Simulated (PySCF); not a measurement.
Spectrum to structure. Theory: TDDFT PBE0/def2-SVPD, vertical, gas phase, core orbitals frozen in the response (PySCF 2.14.0, density-fitted response routines). Geometries: PBE0-D3(BJ)/def2-SVP, one conformer each.

```json
{"state": "S1", "E (eV)": "4.96", "λ (nm)": "250.2", "f": "0.221"}
{"state": "S2", "E (eV)": "5.44", "λ (nm)": "227.9", "f": "0.0001"}
{"state": "S3", "E (eV)": "5.90", "λ (nm)": "210.2", "f": "0.012"}
{"state": "S4", "E (eV)": "6.20", "λ (nm)": "200.0", "f": "0.132"}
{"state": "S5", "E (eV)": "6.41", "λ (nm)": "193.5", "f": "0.0092"}
{"state": "S6", "E (eV)": "6.65", "λ (nm)": "186.3", "f": "0.011"}
{"state": "S7", "E (eV)": "6.98", "λ (nm)": "177.6", "f": "0.019"}
{"state": "S8", "E (eV)": "7.10", "λ (nm)": "174.6", "f": "0.031"}
{"state": "S9", "E (eV)": "7.18", "λ (nm)": "172.6", "f": "0.025"}
{"state": "S10", "E (eV)": "7.27", "λ (nm)": "170.5", "f": "0.056"}
```

**Question.** Which candidate is it? All have the formula C7H12BN.
A. `C#CB(N)C1CCCC1`
B. `C1B(C#N)[C@H](C)CCC1`
C. `CC#C[BH2-][N+]#CCCC`
D. `CB(C)C(C#N)=C(C)C`

**Answer.** D. Its S1 lies at 4.96 eV; the nearest of the others has S1 at 4.57 eV. S1 is HOMO→LUMO (89%). Löwdin shares by element: HOMO carbon 59% or more, nitrogen 18% (atoms not listed hold the other 23%); LUMO carbon 46% or more, boron 19% (atoms not listed hold the other 35%). At the same level the other candidates give, for their lowest levels:
- `CC#C[BH2-][N+]#CCCC`: 4.44 eV (f 0.001); 4.76 eV (f 0.035); 4.92 eV (f 0.020); 5.08 eV (f 0.000); 5.31 eV (f 0.000); T1 4.33 eV; HOMO -6.07, LUMO -0.60 eV
- `C[C@@H]1CCCCB1C#N`: 4.57 eV (f 0.001); 5.41 eV (f 0.002); 5.92 eV (f 0.001); 6.16 eV (f 0.042); 6.37 eV (f 0.029); T1 4.17 eV; HOMO -8.28, LUMO -2.13 eV
- `C#CB(N)C1CCCC1`: 5.38 eV (f 0.000); 6.05 eV (f 0.065); 6.61 eV (f 0.001); 6.70 eV (f 0.003); 7.11 eV (f 0.003); T1 4.54 eV; HOMO -7.75, LUMO -0.50 eV

Shape of the structure used: `[CH3:1][B:2]([CH3:3])[C:4]([C:5]#[N:6])=[C:7]([CH3:8])[CH3:9]`: C1–B2–C4–C5 142°.
Triplets come from the Tamm–Dancoff approximation.
